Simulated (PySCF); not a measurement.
**Atomic charges by several schemes**

Compound: C9H6ClF.
Atom-mapped SMILES: `[CH:1]#[C:2][c:3]1[cH:4][cH:5][c:6]([Cl:7])[cH:8][c:9]1[CH2:10][F:11]` (hydrogens: H12 on C1; H13 on C4; H14 on C5; H15 on C8; H16, H17 on C10)

Structure used (GFN2-xTB), in Å, numbered top down from 1:
```
atom  x, y, z in Å
C1     2.9235   -1.2926    0.7580
C2     1.7805   -0.9908    0.5474
C3     0.4291   -0.6503    0.2986
C4    -0.5233   -1.6549    0.1382
C5    -1.8454   -1.3382   -0.1059
C6    -2.2184   -0.0058   -0.1892
Cl7   -3.8683    0.4021   -0.4930
C8    -1.2855    1.0085   -0.0314
C9     0.0394    0.6935    0.2120
C10    1.0784    1.7642    0.3893
F11    0.5472    3.0211    0.2754
H12    3.9213   -1.5597    0.9422
H13   -0.2155   -2.6874    0.2066
H14   -2.5825   -2.1153   -0.2308
H15   -1.5890    2.0414   -0.0979
H16    1.8621    1.6769   -0.3736
H17    1.5393    1.6995    1.3829
```

Density: PBE0/pcSseg-1 (PySCF); schemes: Mulliken, IAO, Hirshfeld and ESP-fitted. Isolated species at its GFN2-xTB geometry (one conformer only).

Question: Tabulate the Mulliken, IAO, Hirshfeld and ESP-fitted charges.

Answer: In e; atoms taken as equivalent share a row and are averaged (×n: the atom named and its like, n in all):

```tsv
atom	environment	Mulliken	IAO	Hirshfeld	ESP-fitted
C1	terminal alkyne carbon	-0.380	-0.229	-0.098	-0.401
C2	alkyne carbon	+0.405	-0.036	-0.038	-0.031
C3	substituted aromatic carbon	-0.191	-0.032	0.000	+0.063
C4	aromatic CH carbon	-0.011	-0.125	-0.032	-0.215
C5	aromatic CH carbon	+0.073	-0.164	-0.058	-0.065
C6	aromatic C–Cl carbon	-0.229	+0.001	+0.022	-0.112
Cl7	aryl chlorine	-0.072	-0.021	-0.022	-0.048
C8	aromatic CH carbon	+0.143	-0.166	-0.063	-0.060
C9	substituted aromatic carbon	-0.371	+0.006	+0.008	+0.084
C10	sp3 C–F carbon	+0.364	+0.040	+0.028	-0.033
F11	alkyl fluorine	-0.331	-0.320	-0.104	-0.210
H12	alkyne hydrogen	+0.049	+0.207	+0.096	+0.308
H13	aromatic hydrogen	+0.089	+0.170	+0.060	+0.189
H14	aromatic hydrogen	+0.098	+0.171	+0.055	+0.145
H15	aromatic hydrogen	+0.092	+0.181	+0.047	+0.142
H16/H17	methylene hydrogen	+0.136	+0.159	+0.049	+0.122
```

Mean size of the charges over all atoms: Mulliken 0.187 e, ESP-fitted 0.138 e, IAO 0.129 e, Hirshfeld 0.049 e. Each set sums to the total charge, 0, to within 0.001 e. The IAO scheme counts the electrons in orthogonalised intrinsic atomic orbitals, a minimal basis polarised so that it spans the occupied orbitals exactly. The ESP scheme is a least-squares fit of atom-centred charges to the potential on four shells outside the van der Waals surface, with the total charge fixed.

Lowest charge. The schemes don't all agree: Mulliken C1 (-0.380); IAO F11 (-0.320); Hirshfeld F11 (-0.104); ESP-fitted C1 (-0.401).

Highest charge. The schemes don't all agree: Mulliken C2 (+0.405); IAO H12 (+0.207); Hirshfeld H12 (+0.096); ESP-fitted H12 (+0.308).

Question: How many electrons does the ESP-fitted scheme count on C4?

Answer: Z − q = 6 − (-0.215) = 6.215.

Question: How closely do the schemes follow one another over all atoms?

Answer: Correlation coefficient and root-mean-square difference: IAO with Hirshfeld 0.97, 0.102 e; Hirshfeld with ESP-fitted 0.87, 0.123 e; IAO with ESP-fitted 0.87, 0.084 e; Mulliken with IAO 0.44, 0.211 e; Mulliken with ESP-fitted 0.41, 0.221 e; Mulliken with Hirshfeld 0.36, 0.213 e.

Question: Sum the charges by element, for elements with more than one atom.

Answer: 
```csv
element,atoms,Mulliken,IAO,Hirshfeld,ESP-fitted
C,9,-0.198,-0.706,-0.230,-0.770
H,6,+0.600,+1.046,+0.357,+1.028
```

The run behind these numbers computed NMR shieldings as well. On one thread, Arm Neoverse N1 (aarch64) (shared host), this took 86 s (grids of density and orbitals included) and 0.97 GiB of memory at its peak.
